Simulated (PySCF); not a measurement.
# A small calculation by hand: refractive index and permittivity of the vapour

Au₂H₈S₂Si₄, SMILES [Au][S][SiH2][SiH2][SiH2][SiH2][S][Au], multiplicity 1.

The structure is a stationary point at PBE0-D3(BJ)/def2-SVP. The multiplicity is an assumed one; other spin states were not compared. The def2 effective core potentials stand for the cores of Au; spin–orbit coupling is left out. One conformer was computed; it need not be the lowest.

ωB97X/def2-SVP in PySCF gives a mean static polarisability of 230.2 bohr³ and a dipole moment of 0.01 D. Take an ideal gas at 298.15 K and 1 bar, whether or not the substance is that volatile.

Work out n − 1 in the optical limit and the static ε − 1.


Polarisability volume α' = 230.2 × 0.148185 = 34.11 Å³. Number density N = p/kT = 2.43e-5 Å⁻³.
Dilute limit of Lorentz–Lorenz: n − 1 = 2π N α' = 0.0052.
Orientation term of Debye: μ²/(3kT) = 8.098 Å³ × μ²(D²) = 0.00 Å³.
ε − 1 = 4π N (α' + μ²/3kT) = 0.010. With no permanent dipole, ε equals n² in this model. Vibrational polarisation and dispersion are left out.
